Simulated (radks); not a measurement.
Results of a calculation; reference values are marked as such.
All-electron atom: Mn13+ in [Ne] 3s2 (the NIST ground configuration). Level of theory: scalar-relativistic Kohn-Sham, B86b exchange with PBE correlation, spin-polarised, spherical densities, point nucleus (a radial shooting solver on a logarithmic mesh with Libxc functionals).

Normalised radial functions P(r) = r R(r), r in bohr:

r	3s	3p
0.004936	0.1554	0.0057
0.006176	0.1875	0.0087
0.007726	0.2243	0.0133
0.009666	0.2653	0.0201
0.01209	0.3096	0.0302
0.01513	0.3545	0.0452
0.01893	0.3963	0.0671
0.02368	0.4286	0.0984
0.02963	0.4428	0.1423
0.03706	0.4274	0.2021
0.04637	0.3695	0.2806
0.05801	0.2570	0.3785
0.07258	0.0832	0.4921
0.0908	-0.1461	0.6099
0.1136	-0.4041	0.7097
0.1421	-0.6372	0.7562
0.1778	-0.7673	0.7047
0.2224	-0.7096	0.5125
0.2783	-0.4104	0.1610
0.3482	0.1067	-0.3173
0.4356	0.7111	-0.8222
0.5449	1.1915	-1.2013
0.6817	1.3536	-1.3135
0.8529	1.1456	-1.1159
1.067	0.7233	-0.7273
1.335	0.3294	-0.3501
1.67	0.1017	-0.1169
2.089	0.0196	-0.0249

3s: eigenvalue -390.09 eV, 2 radial nodes at r = 0.0792, 0.334 bohr, <r> = 0.720 bohr, 90 % of the charge inside 1.05 bohr. 3p (empty): eigenvalue -357.01 eV, 1 radial node at r = 0.302 bohr, <r> = 0.715 bohr, 90 % of the charge inside 1.06 bohr.
